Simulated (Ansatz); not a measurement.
One change: `CCB(O)O[SiH3]` becomes `CCB(O)CC`.

Ansatz, PBE0-D4/def2-TZVP geometries, multiplicity 1. Each molecule was computed in one conformer, which needn't be the lowest.

| property | `CCB(O)O[SiH3]` |
| --- | --- |
| size of the dipole moment (B3LYP/def2-TZVPP) / D | 0.89 |
| HOMO energy (PBE/def2-TZVPP) / eV | -7.07 |
| HOMO–LUMO gap (PBE0/def2-TZVPP) / eV | 8.71 |
| LUMO energy (PBE/def2-TZVPP) / eV | -0.65 |
| HOMO–LUMO gap (ωB97M-V/def2-TZVPP) / eV | 12.58 |
| size of the dipole moment (PBE/def2-TZVPP) / D | 0.83 |

Problem. Give the same properties after the change, and the shifts. (Estimate.)

Solution. The calculation gave: 
```csv
property,`CCB(O)CC`,shift
size of the dipole moment (B3LYP/def2-TZVPP) / D,1.36,0.47
HOMO energy (PBE/def2-TZVPP) / eV,-6.45,0.62
HOMO–LUMO gap (PBE0/def2-TZVPP) / eV,8.21,-0.50
LUMO energy (PBE/def2-TZVPP) / eV,-0.59,0.06
HOMO–LUMO gap (ωB97M-V/def2-TZVPP) / eV,12.15,-0.43
size of the dipole moment (PBE/def2-TZVPP) / D,1.30,0.47
```

With PBE0 the HOMO rises by 0.68 eV and the LUMO rises by 0.19 eV, so the gap narrows by about 0.49 eV. PBE moves the HOMO by 0.62 eV and ωB97M-V by 0.70 eV. Dipoles are sizes alone; their direction can turn.

B3LYP here is the variant with VWN-RPA as its local correlation; programs differ in this.
